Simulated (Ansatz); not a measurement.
Born–Oppenheimer molecular dynamics of BBrH5N (8 atoms, charge 0, multiplicity 1). It starts at the highest image of a converged band, a first-order saddle point between two minima.

The calculation used Ansatz, RKS PBE0-D4/def2-mTZVP.

```yaml
ensemble: NVE (velocity Verlet)
time_step: 0.5 fs
steps_asked: 200
starting_velocities_drawn_for: 100 K
seed: 8135
```

First frame:

```xyz
8
Properties=species:S:1:pos:R:3
B -0.692 -0.563 0.207
Br -0.123 1.039 -2.164
H -1.695 -0.031 0.543
H -0.634 -1.638 -0.288
H 0.549 0.685 -0.624
N 0.584 0.112 0.528
H 1.430 -0.445 0.566
H 0.582 0.841 1.232
```

(1) How far do the bonds stretch over the last three quarters of this one trajectory? (Pairs bonded in most of those frames.)

Results:

(1) 
```tsv
bond	mean (Å)	spread (Å)	shortest	longest
B1–H3	1.194	0.009	1.18	1.21
B1–H4	1.195	0.018	1.16	1.22
B1–N6	1.396	0.023	1.36	1.44
Br2–H5	1.445	0.050	1.37	1.53
N6–H7	1.010	0.007	1.00	1.02
N6–H8	1.010	0.010	0.99	1.02
```

Mean temperature of the second half: 517 K. The conserved energy stayed within 0.077 meV per atom of its start (net change 0.029 meV per atom), so the integration is sound. The system heated up, since it started high on the potential surface and ran downhill. A run of 0.1 ps of so small a system gives no equilibrium averages. The orbitals stay closed-shell, which can raise the energy where a bond breaks towards radicals; this wasn't checked here.

The run took 4.2 min on 2 threads of AMD EPYC 7R13 Processor (Zen 3), on a shared host, peak memory 0.19 GiB.
